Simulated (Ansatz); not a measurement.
The same path of ClHOZn + H3P (8 atoms, charge 0, multiplicity 1) was run twice with different band settings. Lost on the way: P5–H8. Made: Zn1–P5, O2–H8.

The calculation used Ansatz 0.2.0, RKS PBE0-D4/def2-SVP.

Relaxed end points:

```xyz
8
Properties=species:S:1:pos:R:3
Zn 0.118 -0.176 0.246
O -0.321 -0.071 1.969
H -1.261 -0.125 2.166
Cl 0.395 -0.357 -1.841
P 2.991 0.670 1.124
H 2.722 -0.637 0.608
H 2.328 1.321 0.037
H 1.848 0.683 1.985
```

```xyz
8
Properties=species:S:1:pos:R:3
Zn 0.966 0.293 0.214
O -0.142 -0.247 1.971
H -1.005 -0.319 1.526
Cl -0.884 -0.032 -0.904
P 3.130 0.955 0.550
H 3.511 -0.350 1.003
H 3.504 0.679 -0.803
H -0.259 0.329 2.737
```

Common settings: movable images 9; climbing image yes; spring 5.0 eV/Å²; optimiser quadratic models (default); start path through a guess of the saddle point; end points relaxed.

| run | force threshold | iteration limit |
| --- | --- | --- |
| 1 | 0.03 eV/Å | 49 |
| 2 | 0.2 eV/Å | 53 |

What does each run give, and how far can it be trusted?

Run 1: converged after 24 iterations, highest image 0.467 eV above the first end. A vibrational analysis at the climbing image gives one clearly imaginary mode, 1041i cm⁻¹: a first-order saddle point.
Run 2: converged after 13 iterations, highest image 0.474 eV above the first end. The threshold of 0.2 eV/Å is loose, so the images may lie well off the minimum-energy path. The order of the point at the top wasn't checked.
The orbitals stay closed-shell, which can raise the energy where a bond breaks towards radicals; this wasn't checked here.
